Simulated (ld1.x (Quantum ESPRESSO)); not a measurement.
Which change was made? (Mg, PAW)

Mg (Z = 12), PAW, made with ld1.x (Quantum ESPRESSO) 7.5 (PBEsol, scalar-relativistic). Core [He], reference 2s2 2p6 3s2 3p0. Waves: 2s (bound): rcut 1.10, rcutus 1.15 bohr; 3s (bound): rcut 1.10, rcutus 1.15 bohr; 2p (bound): rcut 1.05, rcutus 1.10 bohr; 3p (bound, empty): rcut 1.05, rcutus 1.10 bohr; 3d channel at -0.1 Ry: rcut 0.75, rcutus 1.00 bohr; 3d channel at 0.55 Ry: rcut 0.75, rcutus 1.00 bohr. Local part: all-electron potential smoothed inside 0.80 bohr (lloc = -1). Core correction: Bessel-smoothed model core, default radius (core density twice the valence density). Augmentation charge: PSQ, inside the norm-conserving radii.

Cutoffs, loose and tight: the cutoffs (Ry, on a coarse ladder) from which the occupation-weighted sum of valence levels, in a spherical-Bessel basis at the reference potential, stays within 10 and 1 mRy of its value at 400 Ry. They do not see the model core or the augmentation charge, which bear on the density cutoff. Test errors are all-electron minus pseudo excitation energies from the reference, over the configurations 2s2 2p6 3s1 3p0; 2s2 2p6 3s0 3p0; 2s2 2p6 3s1.5 3p0; 2s2 2p6 3s0 3p2; 2s2 2p6 3s0 3p1; 2s2 2p5 3s2 3p0; 2s2 2p6 3s1 3p1; variants that change the core or the reference have their own tests.

The base gives: outcome: generated; cutoff, loose: 70 Ry; cutoff, tight: 120 Ry; bound ghosts: none; largest test error (meV): -16.

Problem. After one change the result is: outcome: generated; cutoff, loose: 70 Ry; cutoff, tight: 120 Ry; bound ghosts: none; largest test error (meV): -11. Which change was it?
A. local potential all-electron potential smoothed inside 1.28 bohr (lloc = -1)
B. local potential all-electron potential smoothed inside 1.12 bohr (lloc = -1)
C. local potential all-electron potential smoothed inside 0.92 bohr (lloc = -1)
D. local potential all-electron potential smoothed inside 0.48 bohr (lloc = -1)

Solution. A. The others give: local potential all-electron potential smoothed inside 0.92 bohr (lloc = -1) → outcome: generated, overlap not positive; bound ghosts: not determined (overlap not positive); largest test error (meV): -13 | local potential all-electron potential smoothed inside 0.48 bohr (lloc = -1) → outcome: generated, overlap not positive; bound ghosts: not determined (overlap not positive); largest test error (meV): +16 | local potential all-electron potential smoothed inside 1.12 bohr (lloc = -1) → outcome: generated; cutoff, loose: 70 Ry; cutoff, tight: 120 Ry; bound ghosts: none; largest test error (meV): +5.2. A file whose overlap is not positive is unfit for use, and its test errors describe a broken file.
